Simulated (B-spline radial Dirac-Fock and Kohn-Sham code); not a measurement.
Calculated with an atomic code on a B-spline grid, using Dirac-Fock orbitals of the configuration average with a finite nucleus.

Question: This computed X-ray form factor belongs to an atom or ion in its tabulated ground configuration. Which?

```
sin θ/λ (Å⁻¹)     f₀
         0.15  9.991
          0.2  9.984
          0.4  9.935
         0.45  9.918
          0.7  9.804
          1.1  9.526
          2.5  7.854
            3  7.113
            6  3.317
```

Answer: Yb⁶⁰⁺, with 10 electrons in [He] 2s2 2p6. f₀ tends to the number of electrons as s goes to zero, which the first rows give only roughly, and the rate of fall reflects the nuclear charge, 70.
